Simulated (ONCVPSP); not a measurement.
# Pd (Z = 46): one change to an ONCV potential, before and after

ONCVPSP 4.0.1 input, shortened (lines: element, Z, core and valence counts, functional; n l f; lmax; l rc ep ncon nbas qcut; lloc lpopt rc5 dvloc0; l nproj debl; icmod fcfact rcfact), PBE, scalar-relativistic:

```
  Pd 46.00    6    3        4      upf
    1    0    2.00
    2    0    2.00
    2    1    6.00
    3    0    2.00
    3    1    6.00
    3    2   10.00
    4    0    2.00
    4    1    6.00
    4    2   10.00
    2
    0    1.55    0.00    3    7    8.30
    1    1.20    0.00    4    8    7.90
    2    1.40    0.00    4    7    8.00
    4    5    0.90    6.00
    0    3    3.00
    1    2    3.50
    2    1    2.00
    0    0.00    0.00
```

In the s channel the program set the typed energies aside and used -3.136, 0.250, 3.250 Ha.

Change: s: qcut 9.7.

Cutoffs: the cutoffs (Ha) at which the residual kinetic energy of the hardest occupied pseudo-wave falls to 1 and 0.1 mHa per electron; they do not see the model core or the augmentation charge, which bear on the density cutoff. Errors are all-electron minus pseudo energies relative to the spin-unpolarised reference configuration.

Problem. What does the change do?

Solution. The potential gets neither clearly harder nor softer (32 Ha and 128 Ha → 32 Ha and 128 Ha); the p channel sets the loose cutoff, while the largest relative change is in s, which becomes harder; of the 3 tests that both files solve, the error grows in 0 and shrinks in 1 by more than 15 % and 0.3 meV (median size 0.5 → 0.6 meV); neither file shows a bound ghost.

| quantity | base | changed |
| --- | --- | --- |
| cutoff, loose | 32 Ha | 32 Ha |
| cutoff, tight | 128 Ha | 128 Ha |
| loose cutoff by channel | s 23 Ha, p 32 Ha, d 28 Ha | s 30 Ha, p 32 Ha, d 28 Ha |
| bound ghosts | none | none |
| GHOST(+) flags under 300 eV | none | none |
| tests with a reliable result | 3 of 4 | 3 of 4 |
| error for 4s2 4p6 4d9, meV [ΔE 9.12 eV] | +0.3 | +0.3 |
| error for 4s2 4p6 4d8, meV [ΔE 29.93 eV] | +0.5 | +0.6 |
| error for 4s1 4p6 4d10, meV [ΔE 91.57 eV] | -163 | -107 |
| s: phases at 1.57 bohr within 0.05 rad from the reference energy up to (Ha; the scan ends near 5) | to the end of the scan | to the end of the scan |
| p: phases at 1.22 bohr within 0.05 rad from the reference energy up to (Ha; the scan ends near 5) | to the end of the scan | to the end of the scan |
| d: phases at 1.42 bohr within 0.05 rad from the reference energy up to (Ha; the scan ends near 5) | 4.9 | 4.9 |
